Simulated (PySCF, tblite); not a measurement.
Isomers of C4H7NO2Si, one GFN2-xTB conformer each. Single-point energies are computed at PBE0/pcSseg-1 (PySCF, gas phase, no added dispersion term), electronic only.

Question: Rank them by PBE0/pcSseg-1 energy, lowest first (kJ/mol).
A. `[OH:1][SiH:2]([OH:3])[n:4]1[cH:5][cH:6][cH:7][cH:8]1` with H–O1–Si2–O3 38°, O1–Si2–O3–H -173°, O1–Si2–N4–C5 -33°
B. `[CH2:1]=[N:2][C:3](=[CH2:4])[O:5][SiH2:6][CH:7]=[O:8]` with C1–N2–C3–C4 38°, N2–C3–O5–Si6 4°, C3–O5–Si6–C7 -26°, O5–Si6–C7–O8 126°
C. `[N:1]#[C:2][C:3]1([O:4][SiH2:5][OH:6])[CH2:7][CH2:8]1` with C2–C3–O4–Si5 -87°, C3–O4–Si5–O6 -57°, O4–Si5–O6–H -178°
D. `[N:1]#[C:2][SiH:3]1[O:4][CH2:5][CH2:6][CH2:7][O:8]1` with C2–Si3–O4–C5 -133°, Si3–O4–C5–C6 39°, O4–C5–C6–C7 -60°, C5–C6–C7–O8 60°

Answer: A (0.0), D (130.1), C (245.9), B (429.1).

As drawn, the lowest has an aromatic ring and an O–H bond, which the highest lacks; the highest has a C=O bond, a C=N bond and an Si–C bond, which the lowest lacks. GFN2-xTB itself gives, in the same order: 0.0, 184.5, 206.1, 427.1. Both levels put the same isomer lowest; measured from each level's own lowest isomer, the values differ by up to 54.4 kJ/mol (N#C[SiH]1OCCCO1: 184.5 against 130.1).

Question: Which frontier levels, dipoles and rotational constants go with these structures?

Answer: 
```
            SMILES  HOMO (eV, PBE0/pcSseg-1)  LUMO (eV)  dipole (D)      A, B, C (MHz)
  O[SiH](O)n1cccc1                     -6.25       0.64        1.58  3973, 1228, 982.4
   N#C[SiH]1OCCCO1                     -8.62      -0.53        5.44   3303, 1283, 1113
N#CC1(O[SiH2]O)CC1                     -8.05       0.24        4.44   2799, 1244, 1016
C=NC(=C)O[SiH2]C=O                     -6.34      -1.95        2.50   2478, 1644, 1048
```

Question: What happens when harmonic zero-point energies from GFN2-xTB frequencies are added?

Answer: 
```csv
SMILES,ZPE (kJ/mol),electronic (kJ/mol),with ZPE (kJ/mol)
O[SiH](O)n1cccc1,280.2,0.0,0.0
N#C[SiH]1OCCCO1,286.8,130.1,136.7
N#CC1(O[SiH2]O)CC1,272.1,245.9,237.9
C=NC(=C)O[SiH2]C=O,263.2,429.1,412.1
```

The zero-point energies span 23.6 kJ/mol. The order is unchanged.
